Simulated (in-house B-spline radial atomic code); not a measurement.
The numbers below are computed, except where a source is named.
# Building a PAW s channel for Nb, r_c = 3.06 bohr

Nb, [Kr] 4d4 5s1, non-relativistic LDA (VWN5), spherical and spin-unpolarised, from a B-spline radial code for spherical atoms (atomic units; all potentials screened as in the neutral atom).

Two all-electron partial waves φ1, φ2 are integrated outwards at E1 = ε(5s) = -0.144272 and E2 = E1 + 2 hartree; φ1 is the bound orbital and φ2 has unit norm inside r_c = 3.0612 bohr. Smooth partners are polynomials, r^1(a0 + a1 r² + a2 r⁴ + a3 r⁶), matched to φ and three derivatives at r_c, with no condition on the norm. The local potential is -2.57879 + (0.627942) r² + (-0.0640988) r⁴ + (0.00239662) r⁶ inside 2.6212 bohr and the all-electron one outside.

```tsv
wave	φ(r_c)	φ'(r_c)	a0	a1	a2	a3
1	0.5701808	0.02075425	0.1373416	0.02982848	-0.00375257	0.0001202184
2	0.9457278	0.8356924	-2.898181	0.7781876	-0.05951952	0.001387103
```

Inside r_c the overlaps are <φi φj> = [[0.32678, -0.11422], [-0.11422, 1.00000]] and, for the smooth waves, [[0.37181, -0.66263], [-0.66263, 6.64640]]. With χj = (Ej − T − V_local) applied to smooth wave j, the program's quadrature gives the matrix B_ij = <smooth i, χj> as [[0.17858, -2.23921], [-1.14237, 18.07680]].

**Question.** Check the match of the first wave, and find the augmentation charges q_ij.

**Answer.** At r_c the four terms are 0.42043, 0.85567, -1.00876, 0.30284, which sum to 0.5702, φ1(r_c) to rounding. q_ij is the all-electron overlap less the smooth one: [[-0.04503, 0.54842], [0.54842, -5.64640]]. The smooth first wave has a norm of 0.3718 inside r_c against 0.3268, so q11 is negative and must stay small enough for the overlap operator to be positive.

**Question.** B isn't symmetric. Show that D_ij = B_ij + Ej q_ij is.

**Answer.** Integrating by parts gives B12 − B21 = (E1 − E2) q12: -2.23921 − (-1.14237) = -1.09684, and −2 × (0.54842) = -1.09683. So D12 = -2.23921 + (1.855728)(0.54842) = -1.22150 and D21 = -1.14237 + (-0.144272)(0.54842) = -1.22149; D11 = 0.18507, D22 = 7.59862. The projectors, p = (B⁻¹)ᵀ χ, are dual to the smooth waves; det B = 0.67.

Solving (T + V_local + Σ p D p) ψ = E (1 + Σ p q p) ψ in a sphere of 9 bohr, whose wall lifts the free-atom level a little, gives these levels:

```json
{"all-electron": "-0.142136", "one projector": "-0.142137", "two projectors": "-0.779620"}
{"all-electron": "0.127319", "one projector": "0.023045", "two projectors": "-0.142136"}
{"all-electron": "0.513381", "one projector": "0.138105", "two projectors": "0.127226"}
{"all-electron": "1.060270", "one projector": "0.529553", "two projectors": "0.512790"}
{"all-electron": "1.757390", "one projector": "1.076260", "two projectors": "1.059310"}
```

**Question.** What does the second projector gain?

**Answer.** With one projector the errors are 0.00 millihartree, and the level at 0.0230 is out of step with the all-electron series: an extra state, or one far too low, so the pairing ends there; skipping it, the next levels are off by +10.8, +16.2, +16.0 millihartree. With two a ghost lies below the reference level, so the set fails. The lowest eigenvalue of the overlap operator is 0.703 with one and 0.01964 with two projectors. The smooth orbital alone needs a cutoff of 1.77 hartree for 1 millihartree of kinetic energy, against 3.59 for a norm-conserving Troullier-Martins orbital of the same radius, which is no gain while the set fails.
